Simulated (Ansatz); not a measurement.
Level of theory: frozen-core CCSD(T)/def2-TZVPP // B3LYP-D3(BJ)/def2-TZVP (Ansatz, a quantum-chemistry and plane-wave program).

Ansatz 0.2 input:
```yaml
crystal:
  periodic: [false, false, false]
  atoms:
    - { symbol: S, position_ang: [0.11426, 2.276917, 0.753386] }
    - { symbol: Sn, position_ang: [0.025382, -0.014436, -0.004205] }
    - { symbol: S, position_ang: [-1.116364, -1.574477, 1.443374] }
    - { symbol: S, position_ang: [-1.210571, 0.008423, -2.07876] }
    - { symbol: S, position_ang: [2.316234, -0.766878, -0.137288] }
    - { symbol: H, position_ang: [-1.186093, 2.489624, 0.481469] }
    - { symbol: H, position_ang: [-0.108006, -1.592338, 2.333805] }
    - { symbol: H, position_ang: [-1.341568, -1.330455, -2.095183] }
    - { symbol: H, position_ang: [2.727322, 0.37143, -0.724902] }
basis:
  gaussian: { orbitals: def2-TZVPP }
correlation:
  method: ccsd_t
```

Output:

```
Functional definition: HF
1722 factors; integrals over basis functions are off by at most 1.3e-3 eV
mean field evaluation 1: about -49140.5121 eV, gradient 2.5e1 eV
mean field evaluation 2: about -49140.7893 eV, gradient 2.5e1 eV
mean field evaluation 4: about -49143.1406 eV, gradient 3.6e0 eV
mean field evaluation 8: about -49143.2182 eV, gradient 3.0e-1 eV
mean field evaluation 16: about -49143.2188 eV, gradient 2.0e-6 eV
mean field -49143.21883022 eV, -1805.9799815406 hartree, gradient 2.0e-6 eV, S^2 0.000000; 0 other end points of the search recorded, 0 dependent functions left out
24 core orbitals not correlated
reference -49143.21883022 eV, -1805.9799815406 hartree; 21, 21 occupied and 229, 229 virtual orbitals, 1722 factors
second order -27.99874612 eV of doubles, -0.00000000 eV of singles
cycle   1  -28.72737388 eV  change   -7.3e-1 eV  update   1.2e-1
cycle   2  -29.45654577 eV  change   -7.3e-1 eV  update   3.6e-2
cycle   3  -29.59278992 eV  change   -1.4e-1 eV  update   1.8e-2
cycle   4  -29.57841801 eV  change    1.4e-2 eV  update   4.3e-3
cycle   5  -29.57666694 eV  change    1.8e-3 eV  update   1.8e-3
cycle   6  -29.57646307 eV  change    2.0e-4 eV  update   5.3e-4
cycle   7  -29.57618657 eV  change    2.8e-4 eV  update   2.2e-4
cycle   8  -29.57623313 eV  change   -4.7e-5 eV  update   5.8e-5
cycle   9  -29.57626218 eV  change   -2.9e-5 eV  update   2.0e-5
perturbative correction -1.33620150 eV, -0.0491044993 hartree
Total energy: -49174.13129390 eV, -1807.1159936275 hartree
```

Cost: about 5 core-minutes (a rough figure).
